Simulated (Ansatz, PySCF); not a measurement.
FGeH6NSi, SMILES F[SiH2][NH][GeH3]. Atoms are numbered in the order given.

```xyz
10

Si     1.6462    -0.5135     0.0375
F      2.0575    -0.7688    -1.5230
N      0.3228     0.5670     0.2127
Ge    -1.4897     0.1764     0.1290
H      2.8471     0.0721     0.6863
H      1.2583    -1.8352     0.5871
H      0.5423     1.5609     0.1908
H     -2.0981     0.6428    -1.2114
H     -2.2094     0.8908     1.2917
H     -1.5979    -1.3514     0.2679
```
Charge 0, spin multiplicity 1.

Geometry: B3LYP-D3(BJ)/def2-SVP. The structure was generated by enumeration, and PubChem lists no compound with its InChIKey, so it may never have been made. Other conformers were not sampled.

Two levels are set side by side: PBE-D3(BJ)/def2-SVP (Ansatz, a first-principles code) and B3LYP-D3(BJ)/def2-SVP (Ansatz). Each level has its own optimised geometry; the coordinates shown are those of the second. Frequencies come from the Hessian of PySCF at each geometry. Differences are taken from unrounded values.

```json
[
 {"quantity": "mean bond length (Å)", "B3LYP-D3(BJ)": "1.535", "PBE-D3(BJ)": "1.545", "PBE-D3(BJ) minus B3LYP-D3(BJ)": "0.010"},
 {"quantity": "bond Si1–F2 (Å)", "B3LYP-D3(BJ)": "1.634", "PBE-D3(BJ)": "1.645", "PBE-D3(BJ) minus B3LYP-D3(BJ)": "0.012"},
 {"quantity": "bond Si1–N3 (Å)", "B3LYP-D3(BJ)": "1.717", "PBE-D3(BJ)": "1.727", "PBE-D3(BJ) minus B3LYP-D3(BJ)": "0.010"},
 {"quantity": "bond N3–Ge4 (Å)", "B3LYP-D3(BJ)": "1.856", "PBE-D3(BJ)": "1.863", "PBE-D3(BJ) minus B3LYP-D3(BJ)": "0.007"},
 {"quantity": "bond Si1–H5 (Å)", "B3LYP-D3(BJ)": "1.485", "PBE-D3(BJ)": "1.499", "PBE-D3(BJ) minus B3LYP-D3(BJ)": "0.014"},
 {"quantity": "bond Si1–H6 (Å)", "B3LYP-D3(BJ)": "1.483", "PBE-D3(BJ)": "1.497", "PBE-D3(BJ) minus B3LYP-D3(BJ)": "0.014"},
 {"quantity": "bond N3–H7 (Å)", "B3LYP-D3(BJ)": "1.018", "PBE-D3(BJ)": "1.025", "PBE-D3(BJ) minus B3LYP-D3(BJ)": "0.007"},
 {"quantity": "bond Ge4–H8 (Å)", "B3LYP-D3(BJ)": "1.544", "PBE-D3(BJ)": "1.554", "PBE-D3(BJ) minus B3LYP-D3(BJ)": "0.010"},
 {"quantity": "bond Ge4–H9 (Å)", "B3LYP-D3(BJ)": "1.543", "PBE-D3(BJ)": "1.552", "PBE-D3(BJ) minus B3LYP-D3(BJ)": "0.009"},
 {"quantity": "bond Ge4–H10 (Å)", "B3LYP-D3(BJ)": "1.538", "PBE-D3(BJ)": "1.547", "PBE-D3(BJ) minus B3LYP-D3(BJ)": "0.009"},
 {"quantity": "highest harmonic wavenumber (cm⁻¹)", "B3LYP-D3(BJ)": "3576", "PBE-D3(BJ)": "3507", "PBE-D3(BJ) minus B3LYP-D3(BJ)": "-69"},
 {"quantity": "mean harmonic wavenumber (cm⁻¹)", "B3LYP-D3(BJ)": "1097", "PBE-D3(BJ)": "1065", "PBE-D3(BJ) minus B3LYP-D3(BJ)": "-33"},
 {"quantity": "zero-point energy (kcal/mol)", "B3LYP-D3(BJ)": "37.65", "PBE-D3(BJ)": "36.54", "PBE-D3(BJ) minus B3LYP-D3(BJ)": "-1.12"}
]
```

Exact exchange shortens and stiffens bonds; PBE has none. Differences between two approximate levels are no errors against the true value.
